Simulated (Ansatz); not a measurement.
Zn10S9Cl2, a halide-capped nanocrystal cut from wurtzite ZnS (2 Cl on the cations), relaxed as a singlet with RKS PBE-D4/def2-SVP in Ansatz, starting from the GFN1-xTB geometry. Force threshold 0.03 eV/Å.

Single mean-field runs in def2-SVP are fitted with def2-universal-jkfit. Another isomer (singlet) lies 2.14 eV lower at PBE0-D4/def2-TZVP; other spin states weren't run for this one.

Start:

```xyz
21

Cl    2.396    1.193    4.267
Cl   -1.203   -4.720    1.234
S    -0.222    4.137    2.220
S     2.213   -2.826    2.888
S     1.742    0.847    0.984
S    -2.273    1.256    0.198
S    -0.037   -2.107   -0.551
S    -4.021   -2.197   -1.087
S     0.464    3.269   -1.707
S     2.118    0.357   -3.160
S    -1.500    0.012   -3.404
Zn    1.204    2.583    2.613
Zn    2.374   -0.674    2.632
Zn   -0.444    0.035    0.441
Zn   -0.885    3.198    0.282
Zn    0.800   -3.257    1.294
Zn   -2.236   -3.131   -0.344
Zn   -2.969   -0.252   -1.522
Zn    2.032    1.637   -1.259
Zn    0.398   -1.074   -2.667
Zn    0.050    1.713   -3.352
```

(1) Estimate the energy that the relaxation releases and the steps that it takes.

(2) Does the start keep its bonding?

(3) Predict the relaxed structure.

## Answers

(1) 0.81 eV, in 10 steps; 66 s on 5 threads of AMD EPYC 7R13 on a shared host and a share (37 GiB) of an NVIDIA H100 80GB HBM3. The force fell under the threshold at step 7, but the optimiser went on. No frequencies were taken in this run, so the end may be a saddle point.

(2) By distances, no bond broke or formed. The bond that changes most is Cl1–Zn13, from 2.48 to 2.32 Å (atoms count from 1).

(3) 
```tsv
atom	x (Å)	y (Å)	z (Å)
Cl1	1.826	0.970	4.221
Cl2	-1.315	-4.251	1.519
S3	-0.235	4.082	2.135
S4	2.395	-2.909	2.836
S5	1.962	0.818	0.884
S6	-2.039	1.051	0.343
S7	0.148	-2.195	-0.675
S8	-3.961	-2.107	-1.067
S9	0.438	3.444	-1.771
S10	2.029	0.435	-3.203
S11	-1.624	0.020	-3.542
Zn12	1.013	2.348	2.485
Zn13	2.237	-0.733	2.700
Zn14	-0.121	-0.069	0.275
Zn15	-0.723	3.015	0.224
Zn16	0.752	-3.201	1.423
Zn17	-2.121	-2.859	-0.209
Zn18	-2.715	-0.291	-1.486
Zn19	1.872	1.687	-1.296
Zn20	0.288	-0.943	-2.657
Zn21	-0.105	1.687	-3.138
```
Bond lengths (bridged metal pairs left out): 26 × S–Zn 2.16 to 2.47 Å; 4 × Cl–Zn 2.32 to 2.36 Å.
